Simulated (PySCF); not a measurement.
Gas-phase reaction: Zn(OH)2 + 2 F → ZnF2 + H2O2

Method: PySCF energies plus ideal-gas RRHO corrections (1 bar). S°(298 K) at PBE0/def2-TZVP differs from the NASA 1993 table for H2O2 (-8 J/mol/K); whether the harmonic model or the table's entry is off was not settled. † marks an energy on the PBE0/def2-TZVP geometry and frequencies; other levels use their own. MP2 and CCSD(T) freeze the core. 6-31G* has spherical d functions here. Open shells (unrestricted): F (multiplicity 2, electronic degeneracy 6); the rest are closed-shell singlets. Spin-orbit splitting is ignored; it lowers the true energy and changes the entropy of F. B3LYP is the form with VWN-RPA correlation. Zn: all electrons, no relativistic terms. No R ln 2 is added for the mirror-image form of Zn(OH)2, H2O2. Zn(OH)2: computed as isolated molecules; such fragments, hydroxides, amides, oligomers or adducts are transient or little studied in the gas. MP2 isn't extrapolated to the basis-set limit; its ΔH°(298 K) is -402.1 kJ in def2-SVP and -409.9 kJ in def2-TZVPP. CCSD(T) isn't extrapolated to the basis-set limit; its ΔH°(298 K) is -376.1 kJ in def2-SVP and -382.3 kJ in def2-TZVPP. The harmonic model lacks anharmonicity and excited electronic states, which grow with temperature; levels with a mode under 35 cm⁻¹ are left out. Internal rotation in H2O2 is treated as a harmonic vibration of one conformer, which makes the entropy rough.

```csv
level,"ΔE electronic, kJ","ΔH°(298 K), kJ","ΔS°(298 K), J/K","ΔG°(1800 K), kJ"
B3LYP/6-31G*,-423,-415,-125,-169
B3LYP/def2-TZVP†,-412,-403,-127,-151
CCSD(T)/def2-TZVPP†,-391,-382,-127,-131
HF/def2-TZVP†,-159,-150,-127,102
M06-2X/def2-TZVP†,-410,-401,-127,-150
MP2/def2-SVP†,-411,-402,-127,-151
PBE/def2-SVP,-472,-465,-126,-217
PBE0/def2-QZVP†,-411,-402,-127,-151
LDA/def2-TZVP†,-567,-559,-127,-307
ωB97M-V/def2-TZVP†,-416,-407,-127,-156
```
ΔH° is lowest at LDA/def2-TZVP† and highest at HF/def2-TZVP†. No reference value is set beside these.
